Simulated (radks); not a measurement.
Task: The table gives one normalised radial function P(r) = r R(r) of Tm in [Xe] 4f13 6s2 (r in bohr). Method: scalar-relativistic Kohn-Sham, LDA (Slater exchange, Perdew-Wang correlation), spin-polarised, spherical densities, finite nucleus; open shells are filled with parallel spins first (spin-orbit coupling, left out, can overturn this in heavy ions); Fermi nuclear charge, rms radius 5.2256 fm; computed with a radial shooting solver on a logarithmic mesh with Libxc functionals.

r           P
0.003125   0.0319
0.004304   0.0381
0.005975   0.0437
0.008228   0.0466
0.01142    0.0441
0.01573    0.0329
0.02166    0.0101
0.03007   -0.0242
0.04141   -0.0588
0.05749   -0.0733
0.07917   -0.0420
0.109      0.0347
0.1513     0.1024
0.2084     0.0690
0.2893    -0.0715
0.3984    -0.1539
0.5487    -0.0344
0.7617     0.1885
1.049      0.2419
1.456      0.0219
2.005     -0.3101
2.784     -0.5371
3.834     -0.5377
5.279     -0.3640
7.329     -0.1560
10.09     -0.0400
14.01     -0.0050
19.29     -0.0003

Which n and l does it have? It may be an empty orbital.

Result: n = 6, l = 0: the number of nodes gives n - l - 1 = 5, the rise at small r (about r^(l+1), flatter next to the nucleus through relativity) gives l, and the extent must fit the shell. The curve is that of 6s up; the table hardly tells the two spins apart. 6s up: eigenvalue -4.044 eV, 5 radial nodes at r = 0.0241, 0.0957, 0.248, 0.577, 1.49 bohr, <r> = 3.91 bohr, 90 % of the charge inside 5.84 bohr.
